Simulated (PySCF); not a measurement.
BBiH5P.
Bonds: P1–B2, B2–Bi3. Hydrogens: H4, H5 on P1; H6 on B2; H7, H8 on Bi3.

Computed, not measured: PBE0-D3(BJ)/def2-SVP geometry optimisation, gas phase, def2 core potentials past Kr in PySCF 2.14.0.

Problem. How far are the bound atoms from Bi3?

Solution. 3 atoms: H8 1.797 Å, H7 1.798 Å, B2 2.337 Å. The nearest atom not counted as bound is H6, at 3.08 Å.

Problem. List the angles at Bi3.

Solution. 
```json
{"angle": "B2–Bi3–H7", "degrees": "93.3", "distance of the outer atoms (Å)": "3.03"}
{"angle": "H7–Bi3–H8", "degrees": "91.2", "distance of the outer atoms (Å)": "2.57"}
{"angle": "B2–Bi3–H8", "degrees": "88.7", "distance of the outer atoms (Å)": "2.92"}
```

Problem. What is the shape at Bi3?

Solution. Pyramidal: angles 93.3°, 91.2° and 88.7°, sum 273.2°, 1.10 Å off the plane of its three neighbours.

Problem. What are the other bond lengths?

Solution. P1–B2 1.848 Å; P1–H4, P1–H5 1.417 Å; B2–H6 1.208 Å.

Problem. Give some angles away from the centre.

Solution. P1–B2–Bi3 122.9°.

Problem. What are the rotational constants (commonest isotopes, rigid rotor)?

Solution. A = 22094, B = 1177, C = 1139 MHz: a near-prolate asymmetric top.

Charge 0, singlet. PBE0-D3(BJ)/def2-SVP frequencies: not computed here.

Time: 14 s wall; peak memory 0.37 GiB. Hardware: Arm Neoverse V2, one thread, on a shared host. That covers the optimisation of the geometry.

Shape of the structure used: `[PH2:1][BH:2][BiH2:3]`: H–P1–B2–Bi3 46°, H–P1–B2–Bi3 154°.

One conformer stands for the species.
